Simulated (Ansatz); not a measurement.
The pair A = GeH4 (SMILES [GeH4]) (first 5 atoms), B = CH5N (SMILES CN); geometry from B3LYP-D3(BJ)/def2-TZVP.
(charge 0, multiplicity 1):
```xyz
12

Ge     0.10565     0.26755     0.49319
H      0.53968     1.70023     0.82416
H     -1.31362    -0.01193     1.00408
H      1.09898    -0.75566     1.05850
H      0.09337     0.11522    -1.04620
C     -0.30995    -0.92555     4.07278
N      0.08051     0.42391     3.66794
H      0.41380    -1.64020     3.67822
H     -1.27671    -1.16608     3.62803
H     -0.38553    -1.08014     5.15669
H      0.98559     0.67086     4.04931
H     -0.58327     1.11107     4.00383
```

Frozen-core correlation. Filled d and f shells under p-block atoms count as core. MP2 and its Hartree–Fock in aug-cc-pVTZ are density fitted.

Run with Ansatz (a quantum-chemistry and plane-wave program). 

The counterpoise-corrected interaction energy is E(AB) − E(A in the pair's basis) − E(B in the pair's basis). Total energies (hartree):

```tsv
level	AB	A in the pair's basis	B in the pair's basis
HF/aug-cc-pVDZ	-2172.8750107	-2077.6440420	-95.2310509
MP2/aug-cc-pVDZ	-2173.3403706	-2077.7624290	-95.5741563
HF/aug-cc-pVTZ	-2172.9732840	-2077.7178848	-95.2555173
MP2/aug-cc-pVTZ	-2173.5309668	-2077.8593137	-95.6673245
CCSD(T)/aug-cc-pVDZ	-2173.4138810	-2077.7959610	-95.6141987
```

Problem. Work out the counterpoise-corrected interaction energy at the basis-set limit: extrapolate the MP2 correlation part as X⁻³, take Hartree–Fock from the larger set, and add the CCSD(T) − MP2 difference of aug-cc-pVDZ.

Solution. 
1. Differences (1 hartree = 627.509 kcal/mol): HF/aug-cc-pVDZ 0.052; MP2/aug-cc-pVDZ -2.375; HF/aug-cc-pVTZ 0.074; MP2/aug-cc-pVTZ -2.716; CCSD(T)/aug-cc-pVDZ -2.335.
2. Correlation parts, MP2 less HF: -2.427 in aug-cc-pVDZ (X = 2), -2.790 in aug-cc-pVTZ (X = 3).
3. Limit (3³·(-2.790) − 2³·(-2.427))/(3³ − 2³) = -2.943; with HF/aug-cc-pVTZ it gives -2.869.
4. CCSD(T) less MP2 in aug-cc-pVDZ: 0.040.
Result: -2.83 kcal/mol, against -2.38 at MP2/aug-cc-pVDZ. It is an estimate of this method's limit, not of the exact value.
